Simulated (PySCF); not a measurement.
## Electron correlation in Ni (nickel, neutral)

[Ar] 3d8 4s1 4p1, one real determinant (an excited configuration). All numbers are calculated (PySCF 2.14, the spin-free X2C one-electron Hamiltonian (Gaussian nucleus), in ANO-RCC-VTZP (6s5p3d2f1g, 59 functions)). Frozen: [Ar]; 10 electrons correlated.

```csv
level,correlation energy (mhartree)
CCSD,-284.99
(T),-8.32
CCSD(T),-293.31
```

Diagnostics: T1 = 0.013, D1 = 0.0328, largest double amplitude 0.028.

Q: Is a single reference adequate?

A: Yes: T1 lies below 0.03 and no double amplitude reaches 0.07.

The basis was made for the ground configuration and has no added diffuse functions, which can raise the energy of the promoted electron.

The reference is one real determinant that mixes LS terms of this configuration.
